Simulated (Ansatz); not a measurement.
One change: `C=C(O)[SiH2]C=O` becomes `C=C(O)[SiH3]`.

Ansatz, PBE0-D4/def2-TZVP geometries, multiplicity 1. Each molecule was computed in one conformer, which needn't be the lowest.

```csv
property,`C=C(O)[SiH2]C=O`
HOMO–LUMO gap (PBE/def2-TZVPP) / eV,2.74
LUMO energy (B3LYP/def2-TZVPP) / eV,-1.81
size of the dipole moment (B3LYP/def2-TZVPP) / D,3.38
size of the dipole moment (PBE/def2-TZVPP) / D,3.18
"ideal-gas entropy at 298 K and 1 bar (rigid rotor, harmonic PBE0-D4/def2-TZVP) / J/(mol·K)",377
LUMO energy (ωB97M-V/def2-TZVPP) / eV,0.70
```

**Question.** What does the change do to each property? (An estimate is asked.)

**Answer.** The calculation gave: 
```tsv
property	`C=C(O)[SiH3]`	shift
HOMO–LUMO gap (PBE/def2-TZVPP) / eV	4.77	2.03
LUMO energy (B3LYP/def2-TZVPP) / eV	-0.23	1.58
size of the dipole moment (B3LYP/def2-TZVPP) / D	1.18	-2.20
size of the dipole moment (PBE/def2-TZVPP) / D	1.11	-2.07
ideal-gas entropy at 298 K and 1 bar (rigid rotor, harmonic PBE0-D4/def2-TZVP) / J/(mol·K)	322	-55
LUMO energy (ωB97M-V/def2-TZVPP) / eV	1.67	0.97
```

With PBE0 the HOMO falls by 0.09 eV and the LUMO rises by 1.55 eV, so the gap widens by about 1.64 eV. PBE moves the HOMO by -0.30 eV and ωB97M-V by -0.08 eV. The zero-point energy changes by -28.3 kJ/mol with -6 modes. Dipoles are sizes alone; their direction can turn. Modes under 60 cm⁻¹, often nearly free rotors, make the harmonic entropy too high.

B3LYP here is the variant with VWN-RPA as its local correlation; programs differ in this.
